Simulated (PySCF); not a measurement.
diphosphane (H4P2), SMILES PP. Atoms are numbered in the order given.

```xyz
6

P     -1.1119    -0.1310     0.0000
P      1.1119     0.1310     0.0000
H     -1.3143     0.8310     1.0235
H     -1.3143     0.8310    -1.0235
H      1.3143    -0.8310     1.0235
H      1.3143    -0.8310    -1.0235
```

Geometry: TPSSh-D3(BJ)/def2-TZVP.

All values below come from PBE/pcJ-1 in PySCF.

Isotropic couplings with Fermi-contact, spin-dipole and both spin-orbit terms, one fixed conformer, no vibrational averaging. Isotopes: 1H, 31P.

Computed spin–spin coupling constants:
```csv
pair,bonds apart,J (Hz)
P1–P2,1,-13.8
P1–H3,1,114.3
P1–H4,1,114.3
P2–H5,1,114.3
P2–H6,1,114.3
P1–H5,2,14.4
P1–H6,2,14.4
P2–H3,2,14.4
P2–H4,2,14.4
H3–H4,2,-11.2
H5–H6,2,-11.2
H3–H5,3,-0.8
H3–H6,3,18.1
H4–H5,3,18.1
H4–H6,3,-0.8
```
